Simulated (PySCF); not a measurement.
Compound: C7H5FO2.
SMILES with atom numbers: `[O:1]=[C:2]([OH:3])[c:4]1[cH:5][cH:6][c:7]([F:8])[cH:9][cH:10]1` (hydrogens: H11 on O3; H12 on C5; H13 on C6; H14 on C9; H15 on C10)

The same species was optimised twice, with GFN2-xTB and with PBE0-D3(BJ)/def2-SVP (PySCF), and the same property calculations (PySCF, gas phase) were run on both structures.

```
     coordinate  GFN2-xTB  PBE0-D3(BJ)/def2-SVP  change
      C7–F8 (Å)     1.345                 1.328  -0.017
     C9–C10 (Å)     1.381                 1.390  +0.009
      C5–C6 (Å)     1.380                 1.388  +0.008
     C4–C10 (Å)     1.393                 1.400  +0.007
      C6–C7 (Å)     1.385                 1.392  +0.007
      C7–C9 (Å)     1.385                 1.391  +0.006
      C4–C5 (Å)     1.394                 1.399  +0.005
      C2–C4 (Å)     1.480                 1.483  +0.003
      C2–O3 (Å)     1.342                 1.341  -0.001
      O1=C2 (Å)     1.205                 1.206  +0.001
  C2–C4–C10 (°)     121.6                 122.3    +0.7
   C2–C4–C5 (°)     118.3                 117.8    -0.5
   O1–C2–O3 (°)     122.0                 122.4    +0.4
   O3–C2–C4 (°)     113.5                 113.1    -0.4
  C4–C10–C9 (°)     120.0                 120.3    +0.3
  C5–C4–C10 (°)     120.1                 119.9    -0.2
   C5–C6–C7 (°)     118.5                 118.7    +0.2
   F8–C7–C9 (°)     118.8                 119.0    +0.2
O1–C2–C4–C5 (°)         0                     1      +1
```

Rotational constants: A = 3902, B = 779.3, C = 649.6 MHz (GFN2-xTB) against A = 3881, B = 776.8, C = 647.3 MHz (PBE0-D3(BJ)/def2-SVP).

On the GFN2-xTB structure: HOMO (eV) -7.69 [PBE0/pcSseg-1]; LUMO (eV) -1.52 [PBE0/pcSseg-1]; dipole (D) 1.50 [PBE0/pcSseg-1]; GIAO shielding of O1 (ppm) -76.3 [PBE0/pcSseg-1]; GIAO shielding of C2 (ppm) 17.1 [PBE0/pcSseg-1]; GIAO shielding of O3 (ppm) 137.7 [PBE0/pcSseg-1]; GIAO shielding of C4 (ppm) 58.1 [PBE0/pcSseg-1]; GIAO shielding of C5/C10 (mean) (ppm) 46.8 [PBE0/pcSseg-1]; GIAO shielding of C6/C9 (mean) (ppm) 65.8 [PBE0/pcSseg-1]; GIAO shielding of C7 (ppm) 10.2 [PBE0/pcSseg-1]; GIAO shielding of F8 (ppm) 275.7 [PBE0/pcSseg-1].

**Question.** What do these properties become on the PBE0-D3(BJ)/def2-SVP structure?

**Answer.** 
| property | level | on GFN2-xTB | on PBE0-D3(BJ)/def2-SVP | change |
| --- | --- | --- | --- | --- |
| HOMO (eV) | PBE0/pcSseg-1 | -7.69 | -7.64 | +0.05 |
| LUMO (eV) | PBE0/pcSseg-1 | -1.52 | -1.52 | 0.00 |
| dipole (D) | PBE0/pcSseg-1 | 1.50 | 1.44 | -0.06 |
| energy, GFN2-xTB geometry as zero (kcal/mol) | PBE0/pcSseg-1 | 0.0 | -0.3 | -0.3 |
| GIAO shielding of O1 (ppm) | PBE0/pcSseg-1 | -76.3 | -71.6 | +4.7 |
| GIAO shielding of C2 (ppm) | PBE0/pcSseg-1 | 17.1 | 16.7 | -0.4 |
| GIAO shielding of O3 (ppm) | PBE0/pcSseg-1 | 137.7 | 135.3 | -2.4 |
| GIAO shielding of C4 (ppm) | PBE0/pcSseg-1 | 58.1 | 57.0 | -1.1 |
| GIAO shielding of C5/C10 (mean) (ppm) | PBE0/pcSseg-1 | 46.8 | 44.7 | -2.1 |
| GIAO shielding of C6/C9 (mean) (ppm) | PBE0/pcSseg-1 | 65.8 | 64.1 | -1.7 |
| GIAO shielding of C7 (ppm) | PBE0/pcSseg-1 | 10.2 | 10.4 | +0.2 |
| GIAO shielding of F8 (ppm) | PBE0/pcSseg-1 | 275.7 | 277.4 | +1.7 |

The heavy atoms differ by 0.013 Å rms after alignment. Among bonds between heavy atoms C7–F8 changes most (-0.017 Å). Changes are differences of the printed values. Neither structure is proved a minimum here.

The values belong to the conformer `[O:1]=[C:2]([OH:3])[c:4]1[cH:5][cH:6][c:7]([F:8])[cH:9][cH:10]1`: O1–C2–C4–C5 1°, H–O3–C2–O1 0°.
